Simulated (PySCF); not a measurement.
Computed shifts of a molecule C3H10OSi2, PBE/pcSseg-1 in PySCF, GIAO, gas phase, atoms alike by connectivity averaged where their shifts nearly agree, in ppm (number of nuclei): ¹³C: 146.0 (1), 122.8 (1), 31.5 (1). ²⁹Si: -3.7 (1), -66.0 (1). ¹H: 6.30 (1), 5.75 (1), 5.65 (2), 5.52 (1), 4.49 (3), 1.94 (1), 1.29 (1). References: ¹³C against TMS (σ = 182.0 ppm); ²⁹Si against TMS (σ = 335.4 ppm); ¹⁷O against H2O (σ = 334.3 ppm); ¹H against TMS (σ = 31.49 ppm), references at their B3LYP-D3(BJ)/def2-TZVP geometries, non-relativistic. The structure is a stationary point at PBE-D3(BJ)/def2-SVP. The values are those of a single conformer.

Problem. Pick the molecule that these values belong to.
A. [SiH3][C@@H]1CO[C@@H]1[SiH3]
B. C=C[C@H]([SiH3])[SiH2]O
C. C=C[Si@H](O)[SiH2]C
D. C[C@@H]1O[SiH2][C@@H]1[SiH3]

Solution. B, C=C[C@H]([SiH3])[SiH2]O
